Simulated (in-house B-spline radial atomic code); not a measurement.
## RPA and G0W0 on LDA exchange-only: Br⁶⁺

Configuration [Ar] 3d10 4s1, highest spin, mean-field start LDA exchange-only. Computed with an all-electron radial atomic-structure program (B-spline basis): all electrons, scalar-relativistic (spin-free one-electron X2C), finite nucleus, each spin shell either full or empty, empty states to l = 9 with an (l + 1/2)⁻⁴ tail; G0W0 by contour deformation at full frequency.

Command:
```bash
python run_gw.py task.json out
```
Settings (radii: box in bohr, nucleus in fm):
```
Z                        35
electrons                29
configuration            [Ar] 3d10 4s1
hamiltonian              x2c
method                   lda,
lmax                     9
rms_radius               4.1629
spin_polarised           True
box_radius               9.29
intervals                67
ion_configuration        [Ar] 3d10
```

Cost of the run: 8.4 s on 1 thread of Arm Neoverse N1 (shared host).

Energies (hartree):

```
                                     term        value
                         mean-field total  -2590.03490
Hartree-Fock functional on these orbitals  -2595.07380
                      direct second order      -2.5247
                    second-order exchange       0.7432
                         SOSEX correction      0.68869
```

Q: What is the RPA correlation energy, and what remains with SOSEX?

A: RPA gives -2.2222 hartree (-2.09 eV per electron); RPA + SOSEX gives -1.5335, and the second-order doubles -1.7815 hartree (no singles). SOSEX takes back 31 % of the RPA value.

Quasi-particle levels (eV):

| level | occupied | mean field | Σx - vxc | Σc | QP weight | G0W0 |
| --- | --- | --- | --- | --- | --- | --- |
| 4s up | yes | -96.23 | -6.00 | ? | ? | ? |
| 3d down | yes | -153.99 | -22.27 | 3.27 | 0.947 | -172.99 |
| 3d up | yes | -154.40 | -22.10 | 3.25 | 0.937 | -173.25 |
| 4s down | no | -92.86 | 7.90 | -2.75 | 0.962 | -87.71 |

G0W0 = mean field + (Σx - vxc) + Σc, with Σc (partial-wave tail included) taken at the quasi-particle energy. Only the outer levels were computed. Levels of low weight are left out.

Q: Where does G0W0 put 4s up?

A: At -104.14 eV, with Σc = -1.91 eV and a quasi-particle weight of 0.976. The tabulated removal energy is 103.03 ± 0.19 eV (NIST, semi-empirical); the calculation leaves out spin-orbit coupling, Breit and QED terms, and what these don't explain is the method's own error.

Q: What does it cost to remove one electron (to [Ar] 3d10) by differences of total energies, each species on its own start (correlation terms add to the Hartree-Fock functional)?

A: LDA exchange-only 103.27 eV, Hartree-Fock functional 101.69 eV, + RPA 103.63 eV, + RPA + SOSEX 102.81 eV, + second order 103.27 eV. Tabulated: 103.03 ± 0.19 eV (NIST, semi-empirical); the calculation leaves out spin-orbit coupling, Breit and QED terms, and what these don't explain is the method's own error.
